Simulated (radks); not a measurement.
All-electron atom: Xe2+ in [Kr] 4d8 5s2 5p6 (not the ground configuration).

All-electron calculation, non-relativistic Kohn-Sham, r2SCAN, spin-unpolarised, spherical densities, point nucleus; meta-GGA in the generalised Kohn-Sham scheme; relativity is left out, which matters for an element this heavy. Program: a radial shooting solver on a logarithmic mesh with Libxc functionals.

Energy parts (eV):
total: -196707.431
kinetic: 196639.141
electron-nucleus: -464804.202
Hartree: 76353.166
exchange-correlation: -4895.535

Orbitals (lengths in bohr, moments of r in powers of bohr; r(90%) holds 90 % of the orbital's charge):
orbital  occ.  eigenvalue (eV)  r(90%)
1s          2        -33023.35  0.0501
2s          2        -5062.470   0.186
2p          6        -4762.892   0.167
3s          2        -1073.534   0.468
3p          6        -946.5494   0.464
3d         10        -711.5211   0.439
4s          2        -224.8501    1.06
4p          6        -178.7855    1.11
4d          8         -99.4049    1.26
5s          2         -42.5957    2.54
5p          6         -30.3589    2.86

The highest occupied level is 5p at -30.359 eV. The electron density at the nucleus is 1.113e+05 e/bohr^3. The density falls to 0.001 e/bohr^3 at r = 3.83 bohr.
